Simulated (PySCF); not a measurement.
Ga(All)(F)2, C₃H₅F₂Ga, SMILES C=C[CH2][Ga]([F])[F], PBE0/def2-SVP optimised geometry. Atoms within 1.6 Å of the plane z = 0.0 Å (x, y, z in Å): Ga1 (-1.30, -0.80, 0.00), C2 (0.65, -0.80, 0.00), C3 (1.25, 0.53, -0.28), C4 (1.90, 1.29, 0.61), H5 (0.95, -1.56, -0.75), H6 (0.96, -1.19, 0.99), H7 (1.13, 0.91, -1.30), H9 (2.31, 2.27, 0.33), F10 (-2.26, -2.27, 0.00), F11 (-2.31, 0.62, 0.00).

Calculation: PBE0/def2-TZVP (PySCF 2.14.0). Cells within 0.4 Å of a nucleus heavier than hydrogen are left out (blank, or x).

Map of the log10 of the electron density (e/bohr³), floored at −4 on the plane z = 0.0 Å:

```
|000000000000000000000000000|
|000000000000000000000000000|
|000000000000000000111000000|
|000000000000000011222210000|
|000000000000000123344321000|
|000000000000011234455432100|
|000001111000112345566543100|
|000122332211123455677643200|
|001234554322234556776643210|
|002356766432345667776543210|
|012467987543345678876543210|
|013468xx86544467xx876543210|
|013468xx76555567xx765432100|
|012457777766666777665432100|
|002345668997677877654321000|
|001234579xx877xxx7543210000|
|001234569xx877xx76543100000|
|002345677886667776542100000|
|012457887665556665432100000|
|013468xx8654445554321000000|
|013468xx8653333443220000000|
|002457887543222222110000000|
|001345665432101111000000000|
|000234444321000000000000000|
|000012222210000000000000000|
|000000111000000000000000000|
|000000000000000000000000000|
```
Scale: ten equal steps from -4.00 (start of '0') to 0.282 (end of '9'), in the order '0123456789'; x runs from -4.50 to 4.50, y from -4.50 (bottom) to 4.50 (top).
